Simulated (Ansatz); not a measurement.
System: CBr3, net charge 0, doublet state. It need not be the lowest isomer of its formula. 
Structure (B3LYP-D3(BJ)/def2-TZVP (Ansatz, a quantum-chemistry and plane-wave program) minimum search):
```xyz
4

C      0.2839    -0.0644    -0.0203
Br     0.3475     1.7598    -0.4795
Br    -0.0002    -0.4914     1.7906
Br    -0.3960    -1.2574    -1.3076
```
Charge 0, spin multiplicity 2.

Total electronic energies in hartree. Cores are frozen in the correlated levels unless marked. UHF or UKS for open shells. Spin-orbit coupling is left out. Frozen are the shells of the preceding noble gas and the d and f shells that filled before the atom's block. Non-relativistic. CBS marks a two-point X^-3 extrapolation of the correlation energy; Hartree-Fock from the larger set.

```csv
level,program,energy (Eh)
HF/6-31G*,Ansatz,-7754.11605
RI-HF/aug-cc-pVTZ,Ansatz,-7755.20469
BLYP-D3(BJ)/def2-TZVPD,Ansatz + dftd3,-7760.60366
B97M-V/def2-TZVPD,Ansatz,-7759.13397
PBE0/def2-SVP,Ansatz,[?]
BHLYP/def2-TZVPD,Ansatz,-7760.46614
HSE06/def2-TZVPD,Ansatz,[?]
CAM-B3LYP/def2-TZVPD,Ansatz,-7760.87293
B2PLYP/def2-TZVPD,Ansatz,[?]
PBE-QIDH/def2-TZVPD,Ansatz,-7758.52524
MP2/STO-3G,Ansatz,-7671.43635
MP2/6-31G,Ansatz,-7754.12490
"MP2/CBS(cc-pVTZ,cc-pVQZ)",Ansatz,-7755.9450
CCSD/cc-pVDZ,Ansatz,-7755.45390
"CCSD(T)/CBS(cc-pVTZ,cc-pVQZ)",Ansatz,-7756.0203
```

**Question.** Some entries are withheld; supply them.

**Answer.** 
- PBE0/def2-SVP, energy (Eh): -7758.60286
- HSE06/def2-TZVPD, energy (Eh): -7759.59751
- B2PLYP/def2-TZVPD, energy (Eh): -7759.23483
